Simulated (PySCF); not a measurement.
Atomic charges by several schemes

Species: C5H10O3.
Geometry (GFN2-xTB, Å), atoms numbered from 1 in this order:
```xyz
18
C5H10O3 angstrom
C      2.5351    0.2203   -0.4394
C      1.3804   -0.7485   -0.6503
C      0.1057   -0.2597    0.0227
O     -0.3395    0.9124   -0.6185
C     -1.5602    1.3304   -0.0891
O     -2.5413    0.3361   -0.1755
C     -2.0911   -0.8288    0.4551
O     -0.8711   -1.2720   -0.0597
H      2.7827    0.3019    0.6165
H      3.4143   -0.1269   -0.9751
H      2.2626    1.2045   -0.8099
H      1.6112   -1.7319   -0.2408
H      1.1647   -0.8572   -1.7126
H      0.2815   -0.0266    1.0985
H     -1.9024    2.1801   -0.6811
H     -1.4241    1.6231    0.9750
H     -1.9880   -0.6415    1.5462
H     -2.8291   -1.6096    0.2663
```

Density: PBE0/pcSseg-1 (PySCF); schemes: Mulliken, IAO, Hirshfeld and ESP-fitted. Geometry: GFN2-xTB, one conformer, isolated molecule.

Task: Tabulate the Mulliken, IAO, Hirshfeld and ESP-fitted charges.

Result: In e:

| atom | environment | Mulliken | IAO | Hirshfeld | ESP-fitted |
| --- | --- | --- | --- | --- | --- |
| C1 | methyl carbon | -0.282 | -0.422 | -0.118 | -0.266 |
| C2 | chain CH2 carbon | -0.219 | -0.259 | -0.076 | -0.079 |
| C3 | sp3 carbon bearing two oxygens | +0.285 | +0.267 | +0.106 | +0.478 |
| O4 | cyclic ether oxygen | -0.496 | -0.403 | -0.141 | -0.351 |
| C5 | sp3 carbon bearing two oxygens | +0.294 | +0.127 | +0.065 | +0.131 |
| O6 | cyclic ether oxygen | -0.500 | -0.400 | -0.157 | -0.367 |
| C7 | sp3 carbon bearing two oxygens | +0.292 | +0.126 | +0.064 | +0.254 |
| O8 | cyclic ether oxygen | -0.500 | -0.403 | -0.149 | -0.464 |
| H9 | methyl hydrogen | +0.106 | +0.135 | +0.038 | +0.068 |
| H10 | methyl hydrogen | +0.120 | +0.146 | +0.045 | +0.094 |
| H11 | methyl hydrogen | +0.127 | +0.150 | +0.037 | +0.053 |
| H12 | methylene hydrogen | +0.130 | +0.148 | +0.044 | +0.044 |
| H13 | methylene hydrogen | +0.130 | +0.153 | +0.043 | +0.085 |
| H14 | methine hydrogen | +0.085 | +0.092 | +0.023 | +0.008 |
| H15 | methylene hydrogen | +0.133 | +0.172 | +0.060 | +0.136 |
| H16 | methylene hydrogen | +0.081 | +0.099 | +0.028 | +0.042 |
| H17 | methylene hydrogen | +0.081 | +0.099 | +0.028 | +0.017 |
| H18 | methylene hydrogen | +0.133 | +0.172 | +0.059 | +0.116 |

Mean size of the charges over all atoms: Mulliken 0.222 e, IAO 0.210 e, ESP-fitted 0.170 e, Hirshfeld 0.071 e. Each set sums to the total charge, 0, to within 0.001 e. The Hirshfeld scheme weights the molecular density at each point by an atom's share of the summed free-atom densities.

Lowest charge. The schemes don't all agree: Mulliken O6 and O8 (-0.500); IAO C1 (-0.422); Hirshfeld O6 (-0.157); ESP-fitted O8 (-0.464).

Highest charge. The schemes don't all agree: Mulliken C5 (+0.294); IAO C3 (+0.267); Hirshfeld C3 (+0.106); ESP-fitted C3 (+0.478).

Task: How closely do the schemes follow one another over all atoms?

Result: Correlation coefficient and root-mean-square difference: IAO with Hirshfeld 0.99, 0.158 e; Mulliken with Hirshfeld 0.98, 0.183 e; Mulliken with IAO 0.96, 0.079 e; Hirshfeld with ESP-fitted 0.95, 0.150 e; Mulliken with ESP-fitted 0.94, 0.093 e; IAO with ESP-fitted 0.91, 0.100 e.

Task: How many electrons does the Hirshfeld scheme count on C1?

Result: Z − q = 6 − (-0.118) = 6.118.

Task: Sum the charges by element.

Result: 
```csv
element,atoms,Mulliken,IAO,Hirshfeld,ESP-fitted
C,5,+0.370,-0.162,+0.042,+0.518
O,3,-1.496,-1.206,-0.447,-1.182
H,10,+1.126,+1.368,+0.405,+0.664
```
